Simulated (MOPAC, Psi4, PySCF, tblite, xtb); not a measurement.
Dimer H2 ··· HF (SMILES [H][H] and F) at R = 2.91 Å between the centres of mass, closest contact 2.06 Å (lowest of the rigid-body minima from ten starts at GFN2-xTB). Geometry in Å and degrees:

```
F
H 1 0.9245
H 2 2.0631 1 169.61
H 3 0.7438 2 79.61 1 -180.00
```

- GFN2-xTB (tblite)
- SAPT0/jun-cc-pVDZ, frozen core (Psi4)
- BLYP/def2-TZVP, counterpoise-corrected (Psi4)
- BLYP-D3(BJ)/def2-TZVP, counterpoise-corrected (Psi4)
- PBE/def2-TZVP, counterpoise-corrected (Psi4)
- PBE-D3(BJ)/def2-TZVP, counterpoise-corrected (Psi4)
- wB97X-V/def2-TZVP, counterpoise-corrected (Psi4)
- HF/aug-cc-pVTZ, counterpoise-corrected (Psi4)
- MP2/aug-cc-pVTZ = Psi4 with DF-MP2/aug-cc-pVTZ, frozen core, counterpoise-corrected
- SCS-MP2/aug-cc-pVTZ = DF-SCS-MP2/aug-cc-pVTZ, frozen core, counterpoise-corrected run with Psi4 1.11
- MP2/aug-cc-pVDZ = DF-MP2/aug-cc-pVDZ, frozen core, counterpoise-corrected (Psi4)
- CCSD/aug-cc-pVDZ = DF-CCSD/aug-cc-pVDZ, frozen core, counterpoise-corrected run with Psi4
- CCSD(T)/aug-cc-pVDZ = DF-CCSD(T)/aug-cc-pVDZ, frozen core, counterpoise-corrected (Psi4 1.11)
- PM6, restricted, heats of formation (MOPAC)
- PM7, restricted, heats of formation (MOPAC)
- GFN1-xTB (xtb)
- RKS-B3LYP/6-31G* = restricted B3LYP/6-31G*, spherical d, no counterpoise correction (PySCF 2.14.0)
- RKS-B3LYP/3-21G = PySCF 2.14.0 with restricted B3LYP/3-21G, no counterpoise correction
- RHF/6-31G* = restricted Hartree-Fock/6-31G*, spherical d, no counterpoise correction in PySCF 2.14.0
- RKS-BP86/6-31G* = restricted BP86/6-31G*, spherical d, no counterpoise correction run with PySCF 2.14.0

Task: What interaction energy does each level give?

Result: 
```tsv
method	E_int / kcal/mol
PBE-D3(BJ)/def2-TZVP	-1.26
PBE/def2-TZVP	-1.06
MP2/aug-cc-pVTZ	-0.96
GFN2-xTB	-0.95
BLYP-D3(BJ)/def2-TZVP	-0.86
wB97X-V/def2-TZVP	-0.84
CCSD(T)/aug-cc-pVDZ	-0.81
MP2/aug-cc-pVDZ	-0.81
SCS-MP2/aug-cc-pVTZ	-0.78
SAPT0/jun-cc-pVDZ	-0.77
CCSD/aug-cc-pVDZ	-0.75
RKS-B3LYP/3-21G	-0.60
RKS-B3LYP/6-31G*	-0.56
PM7	-0.53
PM6	-0.52
BLYP/def2-TZVP	-0.49
HF/aug-cc-pVTZ	-0.40
GFN1-xTB	-0.36
RKS-BP86/6-31G*	-0.05
RHF/6-31G*	0.17
```
